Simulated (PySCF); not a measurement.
**How methods differ on the excitation energy of N⁺**

N⁺ [He] 2s2 2p2 (3P) → N⁺ [He] 2s1 2p3 (5S), as a difference of total energies. Computed with PySCF 2.14 in aug-cc-pCVTZ-DK (7s6p4d2f, 59 functions), with scalar relativity by spin-free X2C-1e. Correlated levels: valence: 1s2 frozen; valence and next inner shell: nothing frozen. The calculations carry no spin-orbit coupling.

```tsv
method	excitation energy (cm⁻¹)
UHF	32598
LDA	46159
PBE	47067
PBE0	45819
BP86	48534
TPSS	49282
r2SCAN0	41823
MP2 (valence)	42614
SCS-MP2 (valence)	47455
MP2 (valence and next inner shell)	42560
SCS-MP2 (valence and next inner shell)	47416
```

Estimate what revPBE gives.

47629 cm⁻¹, closest to SCS-MP2 (valence) among the rows shown.

Estimate what r2SCAN gives.

41125 cm⁻¹, closest to r2SCAN0 among the rows shown.

Errors of the correlated levels include the incompleteness of this basis and the frozen core.

For comparison: 46696 cm⁻¹ (measured; NIST levels, between the centres of gravity of the two terms).
